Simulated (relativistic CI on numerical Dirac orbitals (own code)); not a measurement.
**Electric-dipole lines of Pt51+**

Computed by Dirac-Coulomb-Breit CI, KLI orbitals optimised for each configuration, model QED (radiative potential, 1s self-energy scaled to tabulated hydrogen-like ionisation energies), unscaled Slater integrals (own radial code, finite nucleus).

Configurations in the expansion (outside the closed core [Ne]): 3s2 3p6 3d9, 3s2 3p5 3d10, 3s 3p6 3d10, 3s2 3p6 3d8 4s, 3s2 3p6 3d8 4p, 3s2 3p4 3d10 4s, 3s2 3p6 3d8 4d, 3s2 3p4 3d10 4p, 3s2 3p5 3d9 4s, 3s2 3p6 3d8 4f, 3s2 3p4 3d10 4d, 3s 3p5 3d10 4s, 3s2 3p5 3d9 4p, 3s 3p5 3d10 4p, 3s2 3p6 3d7 4s2, 3s2 3p5 3d9 4d. Levels of other configurations are missing.

```
λ vac (Å)                        Lower                         Upper   A (s⁻¹)        gf  Branching (%)
   4.9848       3s2 3p6 3d9 2D_5/2 [1]  3s2 3p6 3d8 4f 2F°_7/2 [182]  3.63e+13  1.08e+00           99.4
   5.0013       3s2 3p6 3d9 2D_5/2 [1]  3s2 3p6 3d8 4f 2F°_5/2 [180]  6.85e+13  1.54e+00           99.6
   5.0051       3s2 3p6 3d9 2D_5/2 [1]  3s2 3p6 3d8 4f 2F°_7/2 [179]  1.56e+14  4.67e+00           99.8
   5.0111       3s2 3p6 3d9 2D_5/2 [1]  3s2 3p6 3d8 4f 2F°_5/2 [178]  1.06e+14  2.39e+00           99.7
   5.0302       3s2 3p6 3d9 2D_5/2 [1]  3s2 3p6 3d8 4f 2P°_3/2 [173]  1.13e+14  1.71e+00           99.8
   5.3283       3s2 3p6 3d9 2D_5/2 [1]   3s2 3p5 3d9 4s 2F°_7/2 [89]  2.55e+13  8.69e-01           96.9
   24.472    3s2 3p6 3d8 4s 2F_7/2 [7]  3s2 3p5 3d9 4s 2D°_5/2 [107]  2.94e+12  1.58e+00           12.6
   24.495    3s2 3p6 3d8 4s 4F_9/2 [6]  3s2 3p5 3d9 4s 4D°_7/2 [103]  2.78e+12  2.00e+00           32.7
   24.895       3s2 3p6 3d9 2D_5/2 [1]      3s2 3p5 3d10 2P°_3/2 [3]  1.99e+12  7.38e-01           94.3
   41.744  3s2 3p6 3d8 4p 4G°_7/2 [26]    3s2 3p6 3d8 4d 4H_9/2 [91]  1.08e+12  2.83e+00           95.7
   41.849  3s2 3p6 3d8 4p 2G°_9/2 [20]   3s2 3p6 3d8 4d 2H_11/2 [64]  1.09e+12  3.42e+00           97.0
   42.080  3s2 3p6 3d8 4p 2H°_9/2 [32]  3s2 3p6 3d8 4d 2I_11/2 [100]  1.07e+12  3.42e+00           97.1
   49.969    3s2 3p6 3d8 4s 4F_9/2 [6]   3s2 3p6 3d8 4p 4F°_9/2 [36]  3.98e+11  1.49e+00           60.0
   50.042    3s2 3p6 3d8 4s 2D_5/2 [8]   3s2 3p6 3d8 4p 2F°_7/2 [40]  5.91e+11  1.77e+00           59.2
   50.475    3s2 3p6 3d8 4s 2F_7/2 [7]   3s2 3p6 3d8 4p 2D°_5/2 [38]  6.08e+11  1.39e+00            5.3
   50.530   3s2 3p6 3d8 4s 4P_5/2 [13]   3s2 3p6 3d8 4p 4D°_7/2 [52]  6.06e+11  1.85e+00           62.8
   50.540    3s2 3p6 3d8 4s 2F_7/2 [7]   3s2 3p6 3d8 4p 2F°_7/2 [37]  4.33e+11  1.33e+00            4.9
   50.633   3s2 3p6 3d8 4s 4F_7/2 [11]   3s2 3p6 3d8 4p 4G°_9/2 [47]  6.58e+11  2.53e+00           99.8
   50.666    3s2 3p6 3d8 4s 4F_9/2 [6]  3s2 3p6 3d8 4p 4G°_11/2 [35]  6.58e+11  3.04e+00          100.0
   51.012   3s2 3p6 3d8 4s 2G_9/2 [16]  3s2 3p6 3d8 4p 2H°_11/2 [55]  6.47e+11  3.03e+00          100.0
```

Terms are leading LS components. Brackets give the number of a level in order of energy, since labels repeat. The list gives strong lines, with weight on those to low levels, without lines whose two gauges differ by over a factor of 2.5, among the lowest 200 of 499 levels, so that lines to higher ones, which can be the strongest, are missing. Levels whose partners in the same complex of configurations lie outside the list can be far off, and so can their lines. Rates are taken at the computed energies, electric ones in the length gauge.

At this charge energies of transitions that change n are usually good to better than 1 %, and those within a shell (Δn = 0) to a few per cent.

LS names give the leading component of a level, which can be under half, so a name can repeat, a term be missing and a line seem to break the LS rules.
